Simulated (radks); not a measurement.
Charge is removed step by step from the 5s down level of Cs, starting from [Kr] 4d10 5s(up 1, down 1) 5p6 6s1. All-electron calculation, scalar-relativistic Kohn-Sham, r2SCAN, spin-polarised, spherical densities, finite nucleus; open shells are filled with parallel spins first (spin-orbit coupling, left out, can overturn this in heavy ions); meta-GGA in the generalised Kohn-Sham scheme; Fermi nuclear charge, rms radius 4.8041 fm. Program: a radial shooting solver on a logarithmic mesh with Libxc functionals.

removed (e)  E - E(0) (eV)  eigenvalue (eV)  E minus straight line (eV)
0                    0.000          -27.565                       0.000
0.25                 7.165          -29.788                      -0.867
0.5                 14.896          -32.094                      -1.167
0.75                23.211          -34.463                      -0.883
1                   32.126          -36.884                       0.000

Removing the whole electron costs 32.126 eV by Delta-SCF, against 27.565 eV from minus the eigenvalue at the starting occupation. Slater's transition state (half an electron removed) gives 32.094 eV. Integrating minus the eigenvalue over the occupation (Janak's theorem) gives 32.137 eV. In this scalar-relativistic scheme the density is built from large components alone, so the theorem holds only approximately. The mean slope of the eigenvalue, de/dn, is 9.32 eV per electron.
